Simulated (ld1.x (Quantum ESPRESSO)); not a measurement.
**What one change does to a pseudopotential (manganese (Mn), TM)**

| Property | Result |
| --- | --- |
| Element | Mn (Z = 25) |
| Generator | ld1.x (Quantum ESPRESSO) 7.5 |
| Type | norm-conserving Troullier–Martins (Kleinman–Bylander form) |
| Functional | PBE |
| Relativity | scalar-relativistic |
| Frozen core | [Ne] 3s2 |
| Valence charge | 13 |
| Reference configuration | 3p6 3d5 4s1 4p0 (charge +1) |
| Partial waves | 3p (bound): rc 1.05 bohr; 3d (bound): rc 1.10 bohr; 4s (bound): rc 1.65 bohr |
| Local potential | the s channel |
| Core correction | none |

Change: core correction a·sin(br)/r model core inside 1.02 bohr.

Cutoffs: the cutoffs (Ry, on a coarse ladder) from which the occupation-weighted sum of valence levels, in a spherical-Bessel basis at the reference potential, stays within 10 and 1 mRy of its value at 400 Ry; they do not see the model core or the augmentation charge, which bear on the density cutoff. Errors are all-electron minus pseudo energies relative to the spin-unpolarised reference configuration.

Problem. What does the change do?

Solution. The potential gets neither clearly harder nor softer (160 Ry and 200 Ry → 160 Ry and 200 Ry); of the 7 tests that both files solve, the error grows in 2 and shrinks in 1 by more than 15 % and 0.3 meV (median size 255.6 → 300.4 meV); neither file shows a bound ghost at the reference potential, the only one tested. A model core, the more so a compact one, raises the density cutoff, which this test does not measure.

| quantity | base | changed |
| --- | --- | --- |
| cutoff, loose | 160 Ry | 160 Ry |
| cutoff, tight | 200 Ry | 200 Ry |
| bound ghosts | none | none |
| error for 3p6 3d5 4s2 4p0, meV [ΔE -8.42 eV] | +4.3 | +1.4 |
| error for 3p6 3d5 4s0 4p0, meV [ΔE 15.60 eV] | +3.6 | -6.8 |
| error for 3p6 3d4 4s0 4p0, meV [ΔE 48.12 eV] | -256 | -300 |
| error for 3p6 3d4 4s2 4p1, meV [ΔE -0.61 eV] | -920 | -931 |
| error for 3p6 3d3 4s0 4p0, meV [ΔE 98.88 eV] | -1158 | -1289 |
| error for 3p5 3d5 4s2 4p0, meV [ΔE 53.56 eV] | -229 | -240 |
| error for 3p6 3d5 4s0 4p1, meV [ΔE 4.74 eV] | -895 | -898 |
| s: phases at 1.80 bohr within 0.05 rad from the reference energy up to (Ry; the scan ends near 5) | -0.2 | -0.2 |
| p: phases at 1.80 bohr within 0.05 rad from the reference energy up to (Ry; the scan ends near 5) | -2.4 | -2.4 |
| d: phases at 1.80 bohr within 0.05 rad from the reference energy up to (Ry; the scan ends near 5) | 0.1 | 0.1 |

Base: These tests converged, but a pseudo level misses the all-electron one widely, so the file describes the atom poorly there or has found another state: 3p6 3d4 4s0 4p0: empty 4p by 2.4 eV (a node warning on the way); 3p6 3d3 4s0 4p0: empty 4p by 3.9 eV. Changed file: These tests converged, but a pseudo level misses the all-electron one widely, so the file describes the atom poorly there or has found another state: 3p6 3d4 4s0 4p0: empty 4p by 2.4 eV (a node warning on the way); 3p6 3d3 4s0 4p0: empty 4p by 3.9 eV.
